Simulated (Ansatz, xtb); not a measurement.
# Isomers of C2H5Cl3Si in order of energy

3 gas-phase structures of C2H5Cl3Si, from a drawn sample of its isomers (lower ones may exist). Each was relaxed with GFN2-xTB; where two conformers were screened, the lower at r2SCAN-D4/def2-SVP is listed:

A. `ClCC[SiH](Cl)Cl`, a singlet
B. `CC[Si](Cl)(Cl)Cl`, a singlet
C. `C[C@H](Cl)[SiH](Cl)Cl`, a singlet

Which do you expect lowest at r2SCAN-D4/def2-SVP, and how would the others follow?

Calculated order at r2SCAN-D4/def2-SVP: B (0.0), A (38.9), C (39.8) kcal/mol. Less than 1 kcal/mol parts A and C, so the order within that pair means little.

Energies above the lowest of each column, in kcal/mol; the last columns are at PBE0-D4/def2-SVP geometries and were run for some of them only (a dash: not run or not comparable):

```tsv
structure	GFN2-xTB	HF/STO-3G	r2SCAN-D4/def2-SVP	PBE0-D4/def2-SVP	CCSD(T)/def2-SVP + ΔMP2/def2-TZVPP
B	0.0	0.0	0.0	0.0	0.0
A	21.3	34.9	38.9	38.5	37.9
C	22.3	37.6	39.8	–	–
```

Every level run on B puts it lowest or level with the lowest. Flexible structures stand in one conformer each, not always the lowest. Frequencies (GFN2-xTB) were run for A, B alone. ΔMP2 is the change of the MP2 energy from the smaller to the larger basis.

Programs: Ansatz 0.2.0, xtb 6.7.1.
